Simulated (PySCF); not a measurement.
Gas-phase reaction: 2 InH3 + 3 C2H4 ⇌ 2 In(CH3)3

Energies from PySCF, thermal terms from the rigid-rotor harmonic-oscillator model, ideal gas at 1 bar. † marks an energy on the PBE0/def2-TZVP geometry and frequencies; other levels use their own. MP2 freezes the core. All species are closed-shell singlets. In: scalar-relativistic def2 core potential, no spin-orbit coupling. InH3: computed as isolated molecules; such fragments, hydroxides, amides, oligomers or adducts are transient or little studied in the gas. MP2 isn't extrapolated to the basis-set limit.

```csv
level,"ΔH°(298 K), kJ"
MP2/def2-TZVPP†,(withheld)
PBE0/def2-TZVP,-418
r2SCAN/def2-TZVP†,-414
LDA/def2-TZVP†,(withheld)
ωB97M-V/def2-TZVP†,-397
ωB97X-V/def2-TZVP†,(withheld)
```

Q: Complete the blanks.

A: 
- MP2/def2-TZVPP†, ΔH°(298 K), kJ: -475
- LDA/def2-TZVP†, ΔH°(298 K), kJ: -481
- ωB97X-V/def2-TZVP†, ΔH°(298 K), kJ: -411
